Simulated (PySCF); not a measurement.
C4H12Sn, charge +1, quartet, at a GFN2-xTB geometry of the parent state (such geometries of metal compounds can be far from the true shape) (a state made from the parent by changing its charge; the spin is typed, not shown lowest) (all electrons, no relativity); B3LYP/STO-3G (PySCF).

Input for PySCF:
```python
from pyscf import gto, scf, dft

mol = gto.M(
    atom='''
C    -0.327347   -1.518834   -1.549445
Sn   -0.000000   -0.000000    0.000000
C    -0.053430    1.996137   -0.909602
C    -1.575570   -0.153808    1.519446
C     1.956347   -0.323495    0.939602
H    -1.290480   -1.374051   -2.024837
H    -0.304138   -2.512462   -1.117299
H     0.442887   -1.457328   -2.309408
H     0.106731    2.759911   -0.157550
H    -1.014042    2.173271   -1.379105
H     0.719324    2.089994   -1.663676
H    -2.550192    0.003538    1.072300
H    -1.563850   -1.134872    1.979838
H    -1.429419    0.590178    2.293855
H     2.000575   -1.306120    1.394658
H     2.747599   -0.250987    0.202548
H     2.135005    0.418930    1.708675
''',
    basis='sto-3g',
    charge=1,
    spin=3,
    verbose=4,
)

mf = dft.ROKS(mol)
mf.xc = 'b3lyp'
mf.kernel()
```

Output, abridged:

```
PySCF version 2.14.0

[INPUT] verbose = 4
[INPUT] num. atoms = 17
[INPUT] num. electrons = 85
[INPUT] charge = 1
[INPUT] spin (= nelec alpha-beta = 2S) = 3
[INPUT] symmetry False subgroup None
[INPUT] Mole.unit = angstrom
[INPUT] Symbol           X                Y                Z      unit          X                Y                Z       unit  Magmom
[INPUT]  1 C     -0.327347000000  -1.518834000000  -1.549445000000 AA   -0.618596177698  -2.870180288678  -2.928026695077 Bohr   0.0
[INPUT]  2 Sn     0.000000000000   0.000000000000   0.000000000000 AA    0.000000000000   0.000000000000   0.000000000000 Bohr   0.0
[INPUT]  3 C     -0.053430000000   1.996137000000  -0.909602000000 AA   -0.100968066836   3.772152237111  -1.718898662357 Bohr   0.0
[INPUT]  4 C     -1.575570000000  -0.153808000000   1.519446000000 AA   -2.977395790081  -0.290654995767   2.871336801066 Bohr   0.0
[INPUT]  5 C      1.956347000000  -0.323495000000   0.939602000000 AA    3.696960034614  -0.611316952666   1.775590446094 Bohr   0.0
[INPUT]  6 H     -1.290480000000  -1.374051000000  -2.024837000000 AA   -2.438653769229  -2.596580071185  -3.826387376886 Bohr   0.0
[INPUT]  7 H     -0.304138000000  -2.512462000000  -1.117299000000 AA   -0.574737524073  -4.747865078377  -2.111389109250 Bohr   0.0
[INPUT]  8 H      0.442887000000  -1.457328000000  -2.309408000000 AA    0.836935134130  -2.753950793660  -4.364148629880 Bohr   0.0
[INPUT]  9 H      0.106731000000   2.759911000000  -0.157550000000 AA    0.201692359001   5.215475918174  -0.297726350925 Bohr   0.0
[INPUT] 10 H     -1.014042000000   2.173271000000  -1.379105000000 AA   -1.916261658806   4.106886984460  -2.606130747018 Bohr   0.0
[INPUT] 11 H      0.719324000000   2.089994000000  -1.663676000000 AA    1.359325354827   3.949516261984  -3.143892000012 Bohr   0.0
[INPUT] 12 H     -2.550192000000   0.003538000000   1.072300000000 AA   -4.819164445057   0.006685851029   2.026353323371 Bohr   0.0
[INPUT] 13 H     -1.563850000000  -1.134872000000   1.979838000000 AA   -2.955248199901  -2.144597266437   3.741351591007 Bohr   0.0
[INPUT] 14 H     -1.429419000000   0.590178000000   2.293855000000 AA   -2.701210427250   1.115274784744   4.334757719464 Bohr   0.0
[INPUT] 15 H      2.000575000000  -1.306120000000   1.394658000000 AA    3.780538841652  -2.468209085817   2.635521657434 Bohr   0.0
[INPUT] 16 H      2.747599000000  -0.250987000000   0.202548000000 AA    5.192209610129  -0.474296690826   0.382760247078 Bohr   0.0
[INPUT] 17 H      2.135005000000   0.418930000000   1.708675000000 AA    4.034574724577   0.791662965364   3.228927785891 Bohr   0.0

nuclear repulsion = 510.132801687584
number of shells = 35
number of NR pGTOs = 177
number of NR cGTOs = 59
basis = sto-3g
ecp = {}

******** <class 'pyscf.dft.roks.ROKS'> ********
method = ROKS
initial guess = minao
damping factor = 0
level_shift factor = 0
DIIS = <class 'pyscf.scf.diis.CDIIS'>
diis_start_cycle = 1
diis_space = 8
diis_damp = 0
SCF conv_tol = 1e-09
SCF conv_tol_grad = None
SCF max_cycles = 50
direct_scf = True
direct_scf_tol = 1e-13
num. doubly occ = 41  num. singly occ = 3
XC library pyscf.dft.libxc version 7.1.2
    S. Lehtola, C. Steigemann, M. J. T. Oliveira, and M. A. L. Marques,  SoftwareX 7, 1–5 (2018)
XC functionals = b3lyp
    P. J. Stephens, F. J. Devlin, C. F. Chabalowski, and M. J. Frisch,  J. Phys. Chem. 98, 11623 (1994)
radial grids:
    Treutler-Ahlrichs [JCP 102, 346 (1995); DOI:10.1063/1.469408] (M4) radial grids

becke partition: Becke, JCP 88, 2547 (1988); DOI:10.1063/1.454033
pruning grids: <function nwchem_prune>
grids dens level: 3
symmetrized grids: False
atomic radii adjust function: <function treutler_atomic_radii_adjust>
small_rho_cutoff = 0
Set gradient conv threshold to 3.16228e-05
tot grids = 196128
init E= -6106.5529180139
  HOMO = -0.212375463762665  LUMO = -0.166797821761576  gap/eV = 1.24023
cycle= 1 E= -6122.39720985621  delta_E= -15.8  |g|= 0.509  |ddm|= 3.71
  HOMO = 0.0372712173819751  LUMO = 0.118546542873672  gap/eV = 2.21161
cycle= 2 E= -6122.32250989239  delta_E= 0.0747  |g|= 0.597  |ddm|= 2.05
  HOMO = -0.0224364972807072  LUMO = 0.0472040815301175  gap/eV = 1.89502
cycle= 3 E= -6122.36980214214  delta_E= -0.0473  |g|= 0.529  |ddm|= 2.74
  HOMO = -0.0412857245698559  LUMO = 0.0238123833355836  gap/eV = 1.77141
cycle= 4 E= -6122.51764208922  delta_E= -0.148  |g|= 0.193  |ddm|= 1.81
  HOMO = -0.0420141611107626  LUMO = 0.023300829392778  gap/eV = 1.77731
cycle= 5 E= -6122.50197126558  delta_E= 0.0157  |g|= 0.246  |ddm|= 1.09
  HOMO = -0.0410806443140769  LUMO = 0.0246543032585409  gap/eV = 1.78874
cycle= 6 E= -6122.50260571822  delta_E= -0.000634  |g|= 0.247  |ddm|= 1.28
  HOMO = -0.0419977571616451  LUMO = 0.0244697439518307  gap/eV = 1.80867
cycle= 7 E= -6122.54231447859  delta_E= -0.0397  |g|= 0.0302  |ddm|= 1.06
  HOMO = -0.0433833586148242  LUMO = 0.0243499435752869  gap/eV = 1.84312
cycle= 8 E= -6122.54301924281  delta_E= -0.000705  |g|= 0.0186  |ddm|= 0.123
  HOMO = -0.0434892080738769  LUMO = 0.0237865088547536  gap/eV = 1.83067
cycle= 9 E= -6122.54319139322  delta_E= -0.000172  |g|= 0.0235  |ddm|= 0.117
  HOMO = -0.0435360335011494  LUMO = 0.0236492621320195  gap/eV = 1.82821
cycle= 10 E= -6122.54317082274  delta_E= 2.06e-05  |g|= 0.0315  |ddm|= 0.0756
  HOMO = -0.0436691202856684  LUMO = 0.0235319432825409  gap/eV = 1.82863
cycle= 11 E= -6122.54314205997  delta_E= 2.88e-05  |g|= 0.0322  |ddm|= 0.00433
  HOMO = -0.0435054565119571  LUMO = 0.0240249416920945  gap/eV = 1.83760
cycle= 12 E= -6122.54304609293  delta_E= 9.6e-05  |g|= 0.0279  |ddm|= 0.083
  HOMO = -0.043596914870063  LUMO = 0.0247096153611024  gap/eV = 1.85872
cycle= 13 E= -6122.54285963476  delta_E= 0.000186  |g|= 0.0249  |ddm|= 0.12
  HOMO = -0.0438557808750687  LUMO = 0.0246169702758886  gap/eV = 1.86324
cycle= 14 E= -6122.54292675742  delta_E= -6.71e-05  |g|= 0.0155  |ddm|= 0.0988
  HOMO = -0.0433971294162382  LUMO = 0.0247798570776183  gap/eV = 1.85519
cycle= 15 E= -6122.54273638981  delta_E= 0.00019  |g|= 0.0248  |ddm|= 0.283
  HOMO = -0.0435022170391443  LUMO = 0.0247536440408492  gap/eV = 1.85734
cycle= 16 E= -6122.54298463935  delta_E= -0.000248  |g|= 0.00838  |ddm|= 0.204
  HOMO = -0.0433873390099666  LUMO = 0.0247870927187091  gap/eV = 1.85512
cycle= 17 E= -6122.54301032278  delta_E= -2.57e-05  |g|= 0.00243  |ddm|= 0.0536
  HOMO = -0.0434485958010053  LUMO = 0.0247101197183244  gap/eV = 1.85469
cycle= 18 E= -6122.54301705619  delta_E= -6.73e-06  |g|= 0.00341  |ddm|= 0.0283
  HOMO = -0.0434904925435455  LUMO = 0.0247312218509436  gap/eV = 1.85641
cycle= 19 E= -6122.54301948735  delta_E= -2.43e-06  |g|= 0.0044  |ddm|= 0.0138
  HOMO = -0.0434789569398447  LUMO = 0.0247541559132172  gap/eV = 1.85672
cycle= 20 E= -6122.54301816019  delta_E= 1.33e-06  |g|= 0.00396  |ddm|= 0.00751
  HOMO = -0.0435375364669428  LUMO = 0.0247211969806816  gap/eV = 1.85741
cycle= 21 E= -6122.54301429573  delta_E= 3.86e-06  |g|= 0.00357  |ddm|= 0.0194
  HOMO = -0.0434987926366368  LUMO = 0.0247703445730013  gap/eV = 1.85770
cycle= 22 E= -6122.54300789713  delta_E= 6.4e-06  |g|= 0.00303  |ddm|= 0.0359
  HOMO = -0.0434696802275966  LUMO = 0.0247737617943637  gap/eV = 1.85700
cycle= 23 E= -6122.5430069108  delta_E= 9.86e-07  |g|= 0.00109  |ddm|= 0.0235
  HOMO = -0.0434977471982555  LUMO = 0.0247833892321672  gap/eV = 1.85802
cycle= 24 E= -6122.54300675883  delta_E= 1.52e-07  |g|= 0.000758  |ddm|= 0.00724
  HOMO = -0.0434855994515444  LUMO = 0.0247968973531323  gap/eV = 1.85806
cycle= 25 E= -6122.54300645646  delta_E= 3.02e-07  |g|= 0.000132  |ddm|= 0.0104
  HOMO = -0.0434838189544097  LUMO = 0.0247960295192606  gap/eV = 1.85799
cycle= 26 E= -6122.54300644541  delta_E= 1.11e-08  |g|= 4.21e-05  |ddm|= 0.0024
  HOMO = -0.0434841856342972  LUMO = 0.0247964480478571  gap/eV = 1.85801
cycle= 27 E= -6122.54300644608  delta_E= -6.68e-10  |g|= 1.54e-05  |ddm|= 0.00024
  HOMO = -0.0434836942438804  LUMO = 0.0247970498345921  gap/eV = 1.85801
Extra cycle  E= -6122.54300644291  delta_E= 3.17e-09  |g|= 7.22e-05  |ddm|= 0.000272
converged SCF energy = -6122.54300644291
```
